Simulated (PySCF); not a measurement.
## How methods differ on the excitation energy of Ge⁺

Ge⁺ [Ar] 3d10 4s2 4p1 (2P) → Ge⁺ [Ar] 3d10 4s1 4p2 (4P), as a difference of total energies. Calculation: PySCF 2.14, in aug-cc-pVQZ-PP with ECP10MDF (7s6p5d3f2g, 89 functions); scalar relativity through the core potential. Correlated levels: valence: 3s2 3p6 3d10 frozen. The calculations carry no spin-orbit coupling.

```tsv
method	excitation energy (eV)	error (eV)
UHF	4.856	-1.533
LDA	7.143	+0.754
PBE	6.868	+0.479
PBE0	6.486	+0.097
r2SCAN	6.298	-0.091
HSE06	6.549	+0.160
M06-2X	6.652	+0.263
CAM-B3LYP	6.951	+0.562
M06	7.510	+1.121
MP2 (valence)	5.697	-0.692
SCS-MP2 (valence)	6.015	-0.374
```

Reference: 6.389 eV (measured; NIST levels, between the centres of gravity of the two terms).

Errors of the correlated levels include the incompleteness of this basis and the frozen core.
